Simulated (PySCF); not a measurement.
## Levels along the 19-electron series

One electron added to the closed shell [Ar]: EOM-EA-CCSD calculated with PySCF 2.14, two-component X2C-1e with screened spin-orbit coupling, each ion in its own even-tempered basis, [Ne] frozen, the virtual space cut to natural spinors and corrected at second order; no Breit or QED terms. Binding energy of 3d3/2 and energies of the other levels above it, in eV.

| ion | 3d3/2 binding | 3d5/2 − 3d3/2 | 4s1/2 − 3d3/2 | NIST ionisation energy |
| --- | --- | --- | --- | --- |
| Ag²⁸⁺ | 1534.1 | 8.379 | 621.52 | 1535 ± 4 (t) |
| Cd²⁹⁺ | 1633.9 | 9.340 | 663.74 | 1635 ± 4 (t) |
| In³⁰⁺ | 1737.0 | 10.386 | 706.11 | 1738 ± 4 (t) |
| Sn³¹⁺ | 1843.1 | 11.512 | 749.72 | 1844 ± 4 (t) |
| Sb³²⁺ | 1952.4 | 12.732 | 794.48 | 1954 ± 4 (t) |
| Te³³⁺ | 2064.8 | 14.040 | 840.42 | 2066 ± 5 (t) |
| I³⁴⁺ | 2180.3 | 15.452 | 887.51 | 2181 ± 5 (t) |
| Xe³⁵⁺ | 2298.9 | 16.967 | 936.88 | 2300 ± 5 (t) |
| Cs³⁶⁺ | 2420.7 | 18.585 | 986.34 | 2422 ± 5 (t) |
| Ba³⁷⁺ | 2545.6 | 20.322 | 1036.9 | 2547 ± 4 (t) |

Each ion has its own basis, which adds noise of up to about 0.1 % of the binding energies along the series.

NIST values marked (s) are semi-empirical, (t) theoretical.
